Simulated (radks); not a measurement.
Pb3+, configuration [Xe] 4f14 5d10 6s1 (the NIST ground configuration).

All-electron calculation, non-relativistic Kohn-Sham, exchange-only PBE, spin-polarised, spherical densities, point nucleus; open shells are filled with parallel spins first (spin-orbit coupling, left out, can overturn this in heavy ions); relativity is left out, which matters for an element this heavy. Program: a radial shooting solver on a logarithmic mesh with Libxc functionals.

Energy parts (eV):
part                   energy
total              -531193.24
kinetic             531193.24
electron-nucleus  -1262177.77
Hartree             209508.35
exchange             -9717.06

Orbitals (lengths in bohr, moments of r in powers of bohr; <r^-3> diverges for s and p1/2; r(90%) holds 90 % of the orbital's charge):
orbital  occ.  eigenvalue (eV)   <1/r>  <r^-3>      <r>  r(90%)
1s up       1        -79023.55   81.45       -  0.01846  0.0328
1s down     1        -79023.53   81.45       -  0.01846  0.0328
2s up       1        -13335.55   19.21       -  0.07762   0.119
2s down     1        -13335.55   19.21       -  0.07762   0.119
2p up       3        -12842.94   19.24   19610  0.06555   0.106
2p down     3        -12842.93   19.24   19610  0.06555   0.106
3s up       1        -3198.445   7.471       -   0.1952   0.284
3s down     1        -3198.432   7.471       -   0.1952   0.284
3p up       3        -2964.042   7.428    4312   0.1858   0.276
3p down     3        -2964.029   7.428    4312   0.1858   0.276
3d up       5        -2526.536   7.365   772.6   0.1619   0.250
3d down     5        -2526.526   7.365   772.6   0.1619   0.250
4s up       1        -727.8157   3.292       -   0.4267   0.609
4s down     1        -727.7910   3.292       -   0.4267   0.609
4p up       3        -624.9434   3.207    1039   0.4294   0.620
4p down     3        -624.9177   3.207    1039   0.4294   0.620
4d up       5        -435.0357   3.033   166.1   0.4337   0.644
4d down     5        -435.0088   3.033   166.1   0.4337   0.644
4f up       7        -177.7843   2.721   38.03   0.4441   0.702
4f down     7        -177.7550   2.721   38.03   0.4441   0.702
5s up       1        -140.3999   1.405       -   0.9491    1.35
5s down     1        -140.3235   1.406       -   0.9485    1.35
5p up       3        -105.9340   1.298   192.8    1.019    1.47
5p down     3        -105.8248   1.300   193.2    1.017    1.46
5d up       5         -50.2963   1.031   20.67    1.267    1.90
5d down     5         -49.9838   1.037   20.94    1.258    1.89
6s up       1         -32.8262  0.5373       -    2.348    3.35
6s down     0         -31.6982  0.5390       -    2.342    3.34

The highest occupied level is 6s up at -32.826 eV. Summed over all electrons, <r^2> = 41.34 bohr^2, which gives a Langevin (diamagnetic) susceptibility term of -32.7 x 10^-6 cm^3/mol. The density falls to 0.001 e/bohr^3 at r = 3.54 bohr.
